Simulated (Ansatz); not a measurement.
`CBBOC` → `BC(B)(C)O`  (isomerisation)

Isolated molecules relaxed with PBE0-D4/def2-TZVP in Ansatz; ΔE leaves out vibrations. CBS: MP2 limit from def2 TZ/QZ plus the TZ coupled-cluster correction, frozen cores. DFT in def2-TZVPP. Each species was taken in one conformer, which may not be the lowest.

```
         level  ΔE (kJ/mol)
       BLYP-D4        167.3
MP2/def2-TZVPP        145.2
```

What does CCSD(T)/CBS give? (Estimate.)

The calculation gave: +154.0 kJ/mol. The listed levels differ from it by 13.3, -8.8 kJ/mol.

Largest T1 diagnostic among the species: 0.013.

The D4 term adds −6.4 kJ/mol with B3LYP and −2.9 kJ/mol with PBE0; it sums over pairs of atoms, weighted by their polarisabilities, and B3LYP, whose exchange is more repulsive, gets the larger term. At CCSD(T), def2-SVP lies +14.5 kJ/mol from the extrapolated value and def2-TZVPP +2.4 kJ/mol.

B3LYP here is the variant with VWN-RPA as its local correlation; programs differ in this.
